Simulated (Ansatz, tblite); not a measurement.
Isomers of Na5H5 (singlet), found by a short tight-binding search and relaxed with PBE0-D4/def2-SVP in Ansatz.

The xTB rows come from tblite. Correlated methods freeze 5 core orbitals; core or outer-core shells of Na are correlated, in sets that lack core-valence functions.

Run but left out: HF/def2-SVP (A: restricted singlet, unstable towards broken spin symmetry).

A: The restricted singlet is unstable towards broken spin symmetry in Hartree–Fock (as tested in another run); at PBE-D4/def2-TZVP, BLYP-D4/def2-TZVP, r2SCAN-D4/def2-TZVP, r2SCANh-D4/def2-TZVP and others this wasn't settled. At CCSD(T)/def2-SVP the restricted singlet (for correlated methods, its reference) is unstable: a solution with broken spin symmetry lies lower.

Other spin states weren't relaxed.

A:

```tsv
atom	x (Å)	y (Å)	z (Å)
Na1	-1.281	0.456	-2.031
Na2	0.311	-2.022	0.306
Na3	-2.506	3.676	-2.485
Na4	-1.330	2.958	0.700
Na5	0.210	0.357	2.931
H6	2.202	-2.256	-1.538
H7	-0.559	2.147	2.388
H8	-0.462	-1.295	-1.429
H9	0.659	-1.502	2.242
H10	2.756	-2.520	-1.085
```

B:

```xyz
10

Na    0.915    2.606   -1.582
Na    0.273   -3.202    0.136
Na   -1.353    2.575    1.376
Na   -1.767   -1.023    2.413
Na    1.931   -0.955   -2.343
H    -2.001    0.982    2.435
H    -0.973   -2.716    1.650
H    -0.277    3.368   -0.139
H     1.814    1.054   -2.512
H     1.438   -2.689   -1.434
```

Question: Estimate which lies lowest at each level, and how far above it the others are (eV).

Answer: 
```tsv
level	A	B
GFN1-xTB	3.05	0.00
GFN2-xTB	1.85	0.00
PBE-D4/def2-TZVP	0.45	0.00
BLYP-D4/def2-TZVP	0.66	0.00
r2SCAN-D4/def2-TZVP	0.71	0.00
r2SCANh-D4/def2-TZVP	0.71	0.00
PBE0-D4/def2-TZVP	0.53	0.00
MP2/def2-SVP	0.65	0.00
CCSD/def2-SVP	0.56	0.00
CCSD(T)/def2-SVP	0.54	0.00
```
Point groups (tolerance 0.1 Å): A not assigned, B not assigned. Lower isomers may exist.
